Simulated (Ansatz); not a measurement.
`OC([SiH3])(S)S` + `C=C[Si](O)(O)O` → `C=C[Si](O)(O)O[SiH3]` + `OC(S)S`  (ligand exchange at the Si–C bond)

Computed with Ansatz on PBE0-D4/def2-TZVP structures; ΔE is electronic, products minus reactants. CCSD(T)/CBS is the MP2 limit (def2-TZVPP, def2-QZVPP) plus CCSD(T) − MP2 in def2-TZVPP, frozen cores. DFT in def2-TZVPP. One conformer a species, not always the lowest.

`OC([SiH3])(S)S`:

```xyz
11

O     1.447    0.602   -0.085
C     0.122    0.140   -0.266
Si   -0.649   -0.317    1.436
S     0.078   -1.377   -1.272
S    -0.856    1.501   -0.927
H     2.010   -0.178   -0.013
H    -2.086   -0.656    1.299
H    -0.460    0.841    2.339
H     0.111   -1.492    1.936
H     0.348   -0.797   -2.456
H    -0.065    1.735   -1.991
```

`C=C[Si](O)(O)O`:

Cartesian coordinates in Å:
```
C -0.516 0.099 -1.962
C 0.305 -0.444 -1.067
Si 0.221 -0.076 0.742
O 1.769 0.113 1.229
O -0.734 1.232 1.019
O -0.427 -1.278 1.643
H -1.287 0.808 -1.672
H -0.462 -0.140 -3.020
H 1.054 -1.152 -1.420
H 1.936 0.067 2.172
H -0.478 2.057 0.605
H -1.381 -1.287 1.731
```

`C=C[Si](O)(O)O[SiH3]`:

Z-matrix (Å, degrees):
```
Si
C 1 1.842
O 1 1.631 2 106.9
O 1 1.637 2 112.2 3 -119.9
O 1 1.636 2 110.5 3 121.3
C 2 1.330 1 122.6 3 122.8
H 2 1.089 1 119.1 3 -57.6
H 3 0.958 1 117.8 2 -166.4
H 4 0.958 1 116.3 2 -101.1
Si 5 1.635 1 144.9 2 -55.3
H 6 1.086 2 122.2 1 179.6
H 6 1.086 2 121.4 1 -1.0
H 10 1.486 5 110.1 1 -86.7
H 10 1.484 5 108.3 1 153.8
H 10 1.487 5 110.6 1 33.9
```

`OC(S)S`:

```xyz
8

O    -0.174   -1.083   -1.183
C    -0.461   -0.304   -0.075
S    -0.399    1.453   -0.584
S     0.549   -0.649    1.396
H     0.741   -0.928   -1.442
H    -1.478   -0.562    0.220
H    -0.377    1.975    0.652
H     1.599    0.098    1.016
```

```csv
species,PBE-D4 energy (Eh)
`OC([SiH3])(S)S`,-1202.25891
`C=C[Si](O)(O)O`,-594.79138
`C=C[Si](O)(O)O[SiH3]`,-885.37543
`OC(S)S`,-911.71711
```

(1) Work out ΔE.

Largest T1 diagnostic among the species: 0.013.

Results:

(1) ΔE = (-885.37543) + (-911.71711) − (-1202.25891) − (-594.79138) = -0.04225 Eh = -110.9 kJ/mol. CCSD(T)/CBS gives -125.0 kJ/mol.

From PBE to PBE0 (25 % exact exchange), in def2-TZVPP and without D4, ΔE moves by −7.9 kJ/mol. The D4 term adds +5.8 kJ/mol with B3LYP and +2.5 kJ/mol with PBE0; it sums over pairs of atoms, weighted by their polarisabilities, and B3LYP, whose exchange is more repulsive, gets the larger term. In def2-TZVPP, CCSD(T) changes the Hartree–Fock value by +35.4 kJ/mol (the triples alone add +5.7 kJ/mol) and MP2 by +37.6 kJ/mol.

B3LYP here is the variant with VWN-RPA as its local correlation; programs differ in this.
